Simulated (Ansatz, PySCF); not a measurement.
A series of substituents X on one scaffold: silaethenyl-X. All species are isolated molecules in the gas phase. One relaxed conformer stands for each flexible species; it need not be the lowest. Strings in code marks are SMILES.

Quantity: vertical ionisation energy (energy after one electron is removed minus that of the parent at the parent's geometry), in eV. The restricted reference of `C=[SiH]CC`, `C=[SiH][SiH3]`, `C=C[SiH]=C`, `B[SiH]=C`, `C=[SiH]CO`, `C=[SiH][GeH3]`, `C=[SiH][SeH]` and `[C-]#[N+][SiH]=C` is unstable towards unrestricted orbitals.

Level 1: PBE0-D3(BJ)/def2-TZVP (PySCF)
Level 2: PBE/6-31G* // PBE0-D3(BJ)/def2-TZVP (PySCF)
Level 3: minus the HOMO energy of SVWN5/6-31G* // PBE0-D3(BJ)/def2-TZVP (PySCF)
Level 4: HF/def2-TZVPP // PBE0-D3(BJ)/def2-TZVP (Ansatz, a first-principles code)

```
species                                                    level 1  level 2  level 3  level 4
---------------------------------------------------------  -------  -------  -------  -------
`[C-]#[N+][SiH]=C`                                            9.05     9.05     6.05     7.52
`C=[SiH]O` (C–Si–O–H torsion 0°)                              8.32     8.21     4.97     7.00
`C=[SiH][GeH3]`                                               8.45     8.46     5.57     7.04
`C=[SiH][SiH3]`                                               8.48     8.52     5.60     7.05
`C=[SiH]CO` (C–Si–C–O torsion -4°, Si–C–O–H torsion -47°)     8.48     8.36     5.42     7.08
`C=[SiH][SeH]` (C–Si–Se–H torsion 0°)                         8.10     8.01     5.23     6.88
`C=[SiH]OC` (C–Si–O–C torsion 0°)                             8.17     8.02     4.94     6.85
`C=[SiH]F`                                                    8.85     8.76     5.45     7.49
`C=[SiH]CC` (C–Si–C–C torsion 1°)                             8.17     8.18     5.14     6.74
`B[SiH]=C`                                                    8.76     8.88     6.01     7.15
`C=[SiH]N`                                                    7.74     7.54     4.41     6.44
`C=C[SiH]=C` (C–C–Si–C torsion 15°)                           8.06     8.02     5.18     6.60
```
